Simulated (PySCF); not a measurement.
CH7NSi3, SMILES [SiH2]1C=N[Si@@H]1[SiH3].

The structure is a stationary point at PBE-D3(BJ)/def2-SVP. The structure was generated by enumeration; whether it is a known compound was not checked.

Method: SMD-PBE0/6-31G* (PySCF).

Solvation free energies are E(SMD) − E(gas) at the gas-phase geometry, for 1 M in both phases. In vacuum the dipole moment is 1.70 D.

Rank water, dimethylsulfoxide, toluene by solvation free energy, most negative first.

toluene (-1.2 kcal/mol), dimethylsulfoxide (-0.7 kcal/mol), water (1.4 kcal/mol)
